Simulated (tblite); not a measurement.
Parent: `[CH3:1][C@H:2]([F:3])/[CH:4]=[CH:5]/[CH2:6][F:7]` with C1–C2–C4–C5 117°, C4–C5–C6–F7 1°, C5H8F2.

Computed geometry: GFN2-xTB, gas phase. One conformer each, not checked by frequencies here.

| coordinate of the parent | value |
| --- | --- |
| C1–C2 | 1.525 Å |
| C2–F3 | 1.384 Å |
| C2–C4 | 1.498 Å |
| C4=C5 | 1.322 Å |
| C5–C6 | 1.493 Å |
| C6–F7 | 1.372 Å |
| C1–C2–F3 | 108.7° |
| C1–C2–C4 | 111.7° |
| F3–C2–C4 | 110.5° |
| C2–C4–C5 | 124.7° |
| C4–C5–C6 | 124.4° |
| C5–C6–F7 | 112.2° |

Task: How does the shared frame change in `[CH3:1][C@H:2]([F:3])/[CH:4]=[CH:5]/[C@@H:6]([CH3:7])[F:8]` with C1–C2–C4–C5 115°, C4–C5–C6–C7 -115°, C6H10F2? Atoms pair as C1 = C1, C2 = C2, F3 = F3, C4 = C4, C5 = C5, C6 = C6, F7 = F8 (parent first).

Result: 
```
  parent  relative  value in the relative  change
   C1–C2     C1–C2                1.526 Å  +0.001
   C2–F3     C2–F3                1.384 Å   0.000
   C2–C4     C2–C4                1.498 Å   0.000
   C4=C5     C4=C5                1.321 Å  -0.001
   C5–C6     C5–C6                1.498 Å  +0.005
   C6–F7     C6–F8                1.384 Å  +0.012
C1–C2–F3  C1–C2–F3                 108.7°     0.0
C1–C2–C4  C1–C2–C4                 111.7°     0.0
F3–C2–C4  F3–C2–C4                 110.5°     0.0
C2–C4–C5  C2–C4–C5                 124.6°    -0.1
C4–C5–C6  C4–C5–C6                 124.6°    +0.2
C5–C6–F7  C5–C6–F8                 110.5°    -1.7
```

Of the parent's bonds, C6–F7 changes most (+0.012 Å). Bonds of the relative outside the shared frame: C6–C7 1.525 Å. Point group C1 → Ci.

Task: How does the shared frame change in `[CH3:1][CH2:2][C@@H:3]([F:4])/[CH:5]=[CH:6]/[C@@H:7]([CH3:8])[F:9]` with C1–C2–C3–F4 63°, C2–C3–C5–C6 -117°, C5–C6–C7–C8 -118°, C7H12F2? Atoms pair as C1 = C8, C2 = C7, F3 = F9, C4 = C6, C5 = C5, C6 = C3, F7 = F4 (parent first).

Result: 
```json
{"parent": "C1–C2", "relative": "C8–C7", "value in the relative": "1.526 Å", "change": "+0.001"}
{"parent": "C2–F3", "relative": "C7–F9", "value in the relative": "1.384 Å", "change": "0.000"}
{"parent": "C2–C4", "relative": "C7–C6", "value in the relative": "1.498 Å", "change": "0.000"}
{"parent": "C4=C5", "relative": "C6=C5", "value in the relative": "1.322 Å", "change": "0.000"}
{"parent": "C5–C6", "relative": "C5–C3", "value in the relative": "1.498 Å", "change": "+0.005"}
{"parent": "C6–F7", "relative": "C3–F4", "value in the relative": "1.384 Å", "change": "+0.012"}
{"parent": "C1–C2–F3", "relative": "C8–C7–F9", "value in the relative": "108.7°", "change": "0.0"}
{"parent": "C1–C2–C4", "relative": "C8–C7–C6", "value in the relative": "111.5°", "change": "-0.2"}
{"parent": "F3–C2–C4", "relative": "F9–C7–C6", "value in the relative": "110.6°", "change": "+0.1"}
{"parent": "C2–C4–C5", "relative": "C7–C6–C5", "value in the relative": "124.8°", "change": "+0.1"}
{"parent": "C4–C5–C6", "relative": "C6–C5–C3", "value in the relative": "124.6°", "change": "+0.2"}
{"parent": "C5–C6–F7", "relative": "C5–C3–F4", "value in the relative": "110.4°", "change": "-1.8"}
```

Of the parent's bonds, C6–F7 changes most (+0.012 Å). Bonds of the relative outside the shared frame: C1–C2 1.524, C2–C3 1.532 Å. Point group C1 → C1.
